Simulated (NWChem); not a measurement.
All runs are NWChem calculations. System: H$_{4}$FInO, charge 0, spin multiplicity 1, at a geometry optimised with B3LYP/def2-SVP with def2 effective core potentials on In. The structure started from a generated list of species. Level: CCSD(T)/def2-SVP with def2 effective core potentials on In, 6 core orbitals frozen.

Input file:

```
start mol
memory heap 100 mb stack 700 mb global 1900 mb
geometry units angstroms nocenter noautoz noautosym
  In     0.312137    -0.379726    -0.051374
  H      0.525967    -1.232128     1.422469
  H      1.131123    -0.167942    -1.551962
  F     -1.664392     0.110068    -0.294834
  O     -0.132362     1.860417     0.619984
  H     -1.039617     1.566359     0.330664
  H      0.126252     2.566334     0.009782
end
basis spherical
  * library def2-svp
end
ecp
  In library def2-ecp
end
scf
  rhf
  nopen 0
  maxiter 100
  thresh 1e-7
  semidirect memsize 60000000 filesize 0
end
tce
  freeze core 6
  ccsd(t)
  2eorb
  2emet 13
  thresh 1e-6
  maxiter 100
  tilesize 24
end
task tce energy
```

Part of the output:

```
             Northwest Computational Chemistry Package (NWChem) 7.3.0
             --------------------------------------------------------

                                NWChem Input Module
                                -------------------

 Scaling coordinates for geometry "geometry" by  1.889725989
 (inverse scale =  0.529177249)

                             Geometry "geometry" -> ""
                             -------------------------

 Output coordinates in angstroms (scale by  1.889725989 to convert to a.u.)

  No.       Tag          Charge          X              Y              Z
 ---- ---------------- ---------- -------------- -------------- --------------
    1 In                  49.0000     0.31213700    -0.37972600    -0.05137400
    2 H                    1.0000     0.52596700    -1.23212800     1.42246900
    3 H                    1.0000     1.13112300    -0.16794200    -1.55196200
    4 F                    9.0000    -1.66439200     0.11006800    -0.29483400
    5 O                    8.0000    -0.13236200     1.86041700     0.61998400
    6 H                    1.0000    -1.03961700     1.56635900     0.33066400
    7 H                    1.0000     0.12625200     2.56633400     0.00978200

 Effective nuclear repulsion energy (a.u.)     285.7044464883

            Nuclear Dipole moment (a.u.)
            ----------------------------
        X                 Y               Z
 ---------------- ---------------- ----------------
     0.0000264562    -0.0000056692    -0.0000132281


 Summary of "ao basis" -> "" (spherical)
 ------------------------------------------------------------------------------
       Tag                 Description            Shells   Functions and Types
 ---------------- ------------------------------  ------  ---------------------
 *                          def2-svp                  on all atoms

 Summary of "ao basis" -> "ao basis" (spherical)
 ------------------------------------------------------------------------------
       Tag                 Description            Shells   Functions and Types
 ---------------- ------------------------------  ------  ---------------------
 In                         def2-svp                10       26   4s4p2d
 H                          def2-svp                 3        5   2s1p
 F                          def2-svp                 6       14   3s2p1d
 O                          def2-svp                 6       14   3s2p1d

                                 NWChem SCF Module
                                 -----------------

  ao basis        = "ao basis"
  functions       =    74
  atoms           =     7
  closed shells   =    21
  open shells     =     0
  charge          =   0.00
  wavefunction    = RHF
  use symmetry    = F
  symmetry adapt  = F

 Summary of "ao basis" -> "ao basis" (spherical)
 ------------------------------------------------------------------------------
       Tag                 Description            Shells   Functions and Types
 ---------------- ------------------------------  ------  ---------------------
 In                         def2-svp                10       26   4s4p2d
 H                          def2-svp                 3        5   2s1p
 F                          def2-svp                 6       14   3s2p1d
 O                          def2-svp                 6       14   3s2p1d

 Forming initial guess at       0.1s

      Superposition of Atomic Density Guess
      -------------------------------------

 Sum of atomic energies:        -394.03108316
[...]
    28     -0.699352  2 H  s                 53     -0.548392  5 O  s
    71      0.539947  7 H  s                  1     -0.240357  1 In s
    39     -0.226338  4 F  s                 32     -0.187691  3 H  s
     3      0.181357  1 In s                 16     -0.181931  1 In pz

 center of mass
 --------------
 x =   0.03532555 y =  -0.11085491 z =  -0.01688363

 moments of inertia (a.u.)
 ------------------
         339.128925657106          82.237117438039         -17.259173298561
          82.237117438039         283.513952762613         -67.982094920942
         -17.259173298561         -67.982094920942         532.169573675981

  Mulliken analysis of the total density
  --------------------------------------

    Atom       Charge   Shell Charges
 -----------   ------   -------------------------------------------------------
    1 In  21    20.08   2.59 -0.60  0.70  0.23  3.23  2.77  0.86  0.18  9.73  0.39
    2 H    1     1.17   0.67  0.50  0.01
    3 H    1     1.19   0.67  0.51  0.01
    4 F    9     9.65   1.99  1.10  0.88  3.31  2.37  0.00
    5 O    8     8.40   1.99  1.05  0.65  2.84  1.85  0.01
    6 H    1     0.73   0.59  0.07  0.08
    7 H    1     0.78   0.66  0.05  0.07

       Multipole analysis of the density wrt the origin
       ------------------------------------------------

     L   x y z        total         open         nuclear
     -   - - -        -----         ----         -------
     0   0 0 0      0.000000      0.000000     42.000000

     1   1 0 0      0.974844      0.000000    -16.515869
     1   0 1 0      0.537082      0.000000     20.092181
     1   0 0 1     -0.227783      0.000000      2.718305

     2   2 0 0    -30.449186      0.000000    106.313468
     2   1 1 0      0.050883      0.000000    -29.462146
     2   1 0 1     -0.398948      0.000000      7.404274
     2   0 2 0    -20.969887      0.000000    147.885519
     2   0 1 1     -0.694179      0.000000     29.982839
     2   0 0 2    -29.621955      0.000000     30.190665

                   NWChem Extensible Many-Electron Theory Module
                   ---------------------------------------------


            General Information
            -------------------
      Number of processors :     1
         Wavefunction type : Restricted Hartree-Fock
          No. of electrons :    42
           Alpha electrons :    21
            Beta electrons :    21
           No. of orbitals :   148
            Alpha orbitals :    74
             Beta orbitals :    74
        Alpha frozen cores :     6
         Beta frozen cores :     6
     Alpha frozen virtuals :     0
      Beta frozen virtuals :     0
         Spin multiplicity : singlet
    Number of AO functions :    74
       Number of AO shells :    34
        Use of symmetry is : off
      Symmetry adaption is : off
         Schwarz screening : 0.10D-09

          Correlation Information
          -----------------------
          Calculation type : Coupled-cluster singles & doubles w/ perturbation
   Perturbative correction : (T)
            Max iterations :      100
        Residual threshold : 0.10D-05
     T(0) DIIS level shift : 0.00D+00
     L(0) DIIS level shift : 0.00D+00
     T(1) DIIS level shift : 0.00D+00
     L(1) DIIS level shift : 0.00D+00
     T(R) DIIS level shift : 0.00D+00
     T(I) DIIS level shift : 0.00D+00
   CC-T/L Amplitude update :  5-th order DIIS
                I/O scheme : Global Array Library
        L-threshold :  0.10D-05
        EOM-threshold :  0.10D-05
 no EOMCCSD initial starts read in
 TCE RESTART OPTIONS
 SLICE:      F
 D4D5:       F
 quantumc:   F
 qrotation:  F
 pwtce:      F
 qducc:      F
 nacto:                         0
 nrotv:                         0
 nrot:                          0

            Memory Information
            ------------------
          Available GA space size is     249031324 doubles
          Available MA space size is     104847596 doubles

 Maximum block size supplied by input
 Maximum block size        24 doubles

 tile_dim =     18

 -------------------------------------------------

 Global array virtual files algorithm will be used

 Parallel file system coherency ......... OK

 4-electron integrals stored in orbital form

 v2    file size   =          4608310
 4-index algorithm nr.  13 is used
 imaxsize =       30
 imaxsize ichop =        0


CCSD iterations
 ---------------------------------------------------------
 Iter          Residuum       Correlation     Cpu    Wall
 ---------------------------------------------------------
    1   0.1659934842681  -0.4925827500459     1.5     1.5
    2   0.0471495907101  -0.5054818294724     1.5     1.5
    3   0.0167701422719  -0.5143450155183     1.4     1.4
    4   0.0072339967501  -0.5161216547820     1.4     1.4
    5   0.0030323438791  -0.5170819461401     1.4     1.4
    6   0.0009647364263  -0.5175009408994     1.5     1.5
    7   0.0005159441031  -0.5175786778332     1.4     1.4
    8   0.0002558533157  -0.5175882780540     1.5     1.5
    9   0.0001649924368  -0.5175914711922     1.5     1.5
   10   0.0000852792593  -0.5175974458599     1.5     1.5
   11   0.0000162207348  -0.5176002434304     1.5     1.5
   12   0.0000070465889  -0.5176020931497     1.4     1.4
   13   0.0000036671957  -0.5176021840856     1.4     1.4
   14   0.0000020511363  -0.5176022594623     1.4     1.4
   15   0.0000011712394  -0.5176022485103     1.5     1.5
   16   0.0000003120832  -0.5176022375671     1.5     1.5
 -----------------------------------------------------------------
 Iterations converged
 CCSD correlation energy / hartree =        -0.517602237567135
 CCSD total energy / hartree       =      -366.233310341273238

 Singles contributions

 Doubles contributions
 CCSD(T)
 Using plain CCSD(T) code
             total no. of tasks           28
 total no. of tasks / no. procs           28
                         wl_min     16581375          16.0
                         wl_max     19683000          16.4
        thresh for no. of tasks           28

 CCSD[T]  correction energy / hartree =        -0.010599179974708
 CCSD[T] correlation energy / hartree =        -0.528201417541843
 CCSD[T] total energy / hartree       =      -366.243909521247929
 CCSD(T)  correction energy / hartree =        -0.009457513627388
 CCSD(T) correlation energy / hartree =        -0.527059751194523
 CCSD(T) total energy / hartree       =      -366.242767854900649

 Task  times  cpu:      157.9s     wall:      157.9s

 Total times  cpu:      157.9s     wall:      157.9s
```
